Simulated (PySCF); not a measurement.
**Chromium: a sound run and one with changed settings**

Sound run: Cr [Ar] 3d5 4s1, Cr⁺ [Ar] 3d5. Computed with PySCF 2.14 in aug-cc-pVDZ-DK (7s6p4d2f, 59 functions), with scalar relativity by spin-free X2C-1e. In the sound run the correlated levels freeze [Ar]. The sound run starts from symmetry-adapted Hartree-Fock orbitals and uses a fine grid where one is needed.

A second run was set up differently.

```csv
species,method,sound run (hartree),changed run (hartree),converged
Cr,MP2,-1049.73677,-1049.93717,yes
Cr⁺,MP2,-1049.49879,-1049.69085,yes
```

Ionisation energy of Cr:

| method | sound run (eV) | changed run (eV) |
| --- | --- | --- |
| UHF | 6.013 | 6.013 |
| MP2 | 6.476 | 6.703 |
| SCS-MP2 | 6.167 | 6.393 |

Task: What was changed?
A. all electrons correlated in a valence basis
B. a valence shell is frozen
C. level shift left on
D. too few SCF iterations

Result: A. A valence basis has no tight correlating functions, so it recovers only part of the core correlation, and not evenly between atom and ion.
